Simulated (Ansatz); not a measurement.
Geometry optimisation, Ansatz, RKS PBE-D4/def2-SVP.

Input file:

```yaml
crystal:
  periodic: [false, false, false]
  atoms:
    - { symbol: W, position_ang: [0.392505, -0.270783, -0.307253] }
    - { symbol: H, position_ang: [-0.503869, -0.417961, 2.470863] }
    - { symbol: Cl, position_ang: [2.282826, 0.73988, -1.166803] }
    - { symbol: H, position_ang: [0.637254, 1.072654, 0.701687] }
    - { symbol: F, position_ang: [-1.292199, 0.489529, -0.035343] }
    - { symbol: F, position_ang: [-0.462883, -1.925787, -0.042045] }
    - { symbol: F, position_ang: [-0.089042, -0.27036, -2.1187] }
    - { symbol: F, position_ang: [1.599061, -1.042462, 0.880068] }
    - { symbol: H, position_ang: [0.127148, -0.759611, 2.394425] }
basis:
  gaussian: { orbitals: def2-SVP }
hamiltonian:
  xc: pbe
  dispersion: d4
relax:
  f_tol: 0.03
  max_steps: 50
```

Command:

```bash
$ ansatz run input.yaml --threads 4 --pin off --max-ram 5120MiB --backend cpu --events-out ev --progress --plain --runs-dir out
```

**Question.** Where does it end, and by what steps?

**Answer.** The run converged. The force dipped under the threshold on the way, but the program's further checks kept it going. After 10 steps the energy has fallen by 0.144 eV; H9 moved furthest, 0.59 Å.

```json
{"step": "0", "energy less start (eV)": "0.0000", "largest force component (eV/Å)": "1.657", "accepted": "yes"}
{"step": "1", "energy less start (eV)": "-0.1122", "largest force component (eV/Å)": "0.144", "accepted": "yes"}
{"step": "2", "energy less start (eV)": "-0.1351", "largest force component (eV/Å)": "0.110", "accepted": "yes"}
{"step": "3", "energy less start (eV)": "-0.1411", "largest force component (eV/Å)": "0.062", "accepted": "yes"}
{"step": "4", "energy less start (eV)": "-0.1418", "largest force component (eV/Å)": "0.022", "accepted": "yes"}
{"step": "5", "energy less start (eV)": "-0.1426", "largest force component (eV/Å)": "0.056", "accepted": "yes"}
{"step": "6", "energy less start (eV)": "-0.1429", "largest force component (eV/Å)": "0.103", "accepted": "yes"}
{"step": "7", "energy less start (eV)": "-0.1435", "largest force component (eV/Å)": "0.082", "accepted": "yes"}
{"step": "8", "energy less start (eV)": "-0.1439", "largest force component (eV/Å)": "0.057", "accepted": "yes"}
{"step": "9", "energy less start (eV)": "-0.1441", "largest force component (eV/Å)": "0.059", "accepted": "yes"}
{"step": "10", "energy less start (eV)": "-0.1443", "largest force component (eV/Å)": "0.012", "accepted": "yes"}
```

```xyz
9
Properties=species:S:1:pos:R:3
W 0.465 -0.268 -0.444
H -0.755 -0.386 2.787
Cl 2.302 0.773 -1.368
H 0.741 1.024 0.625
F -1.218 0.419 -0.005
F -0.341 -1.952 -0.211
F -0.141 -0.175 -2.214
F 1.732 -1.076 0.664
H -0.093 -0.744 2.943
```

Whether the end is a true minimum wasn't checked by a vibrational analysis.

Run time: 22 s on 4 threads of Arm Neoverse V2, on a shared host, peak memory 0.17 GiB.
